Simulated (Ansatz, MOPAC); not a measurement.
A family of related molecules: H2E=E'H2. All species are isolated molecules in the gas phase. One relaxed conformer stands for each flexible species; it need not be the lowest. Strings in code marks are SMILES.

Quantity: vertical ionisation energy (energy after one electron is removed minus that of the parent at the parent's geometry), in eV. The restricted reference of `[CH2]=[SnH2]` is unstable towards unrestricted orbitals.

Level 1: frozen-core CCSD(T)/def2-TZVPP // CAM-B3LYP-D3(BJ)/def2-TZVP (Ansatz, a first-principles code)
Level 2: frozen-core MP2/def2-TZVPP // CAM-B3LYP-D3(BJ)/def2-TZVP (Ansatz)
Level 3: minus the HOMO energy of PM6 // CAM-B3LYP-D3(BJ)/def2-TZVP (MOPAC)
Level 4: HF/def2-TZVPP // CAM-B3LYP-D3(BJ)/def2-TZVP (Ansatz)

```csv
species,level 2,level 3,level 4
`BN`,11.44,10.90,9.67
`[NH2][AlH2]`,10.20,9.62,8.54
`[CH2]=[SnH2]`,8.24,7.60,6.45
```

What does level 1 give for each?


- `BN`: 11.33
- `[NH2][AlH2]`: 10.07
- `[CH2]=[SnH2]`: 8.19
